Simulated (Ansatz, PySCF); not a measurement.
This Ansatz (an electronic-structure program) input computes a PBE0/def2-TZVPD energy:

Ansatz 0.2 input:
```yaml
crystal:
  periodic: [false, false, false]
  atoms:
    - {symbol: Al, position_ang: [1.04668160, 0.24044427, 0.15282659]}
    - {symbol: Cl, position_ang: [-0.52137777, 1.19312956, -1.25033127]}
    - {symbol: Cl, position_ang: [-0.27902580, -1.37699871, 1.13346388]}
basis:
  gaussian:
    orbitals: def2-TZVPD
hamiltonian:
  xc: {name: PBE0}
total_charge: -1
output: {forces: true}
```

**Question.** Write an input for the same energy in PySCF and say what it gives.

**Answer.** 
```python
from pyscf import gto, scf, dft

mol = gto.M(
    atom='''
    Al    1.04668160    0.24044427    0.15282659
    Cl   -0.52137777    1.19312956   -1.25033127
    Cl   -0.27902580   -1.37699871    1.13346388
    ''',
    basis='def2-tzvpd',
    charge=-1,
    spin=0,
    verbose=4,
)

mf = dft.RKS(mol, xc='pbe0').density_fit(auxbasis='def2-universal-jkfit')
mf.grids.level = 3
mf.conv_tol = 1e-9
mf.max_cycle = 100
mf.max_memory = 1500
mf.kernel()
if not mf.converged:
    mf = mf.newton()
    mf.kernel(mf.make_rdm1())
mf.analyze()
```
It gives -1162.63208 Eh, and Ansatz -1162.63206 Eh, a difference of 0.02 mEh, from the treatment of integrals and grids.
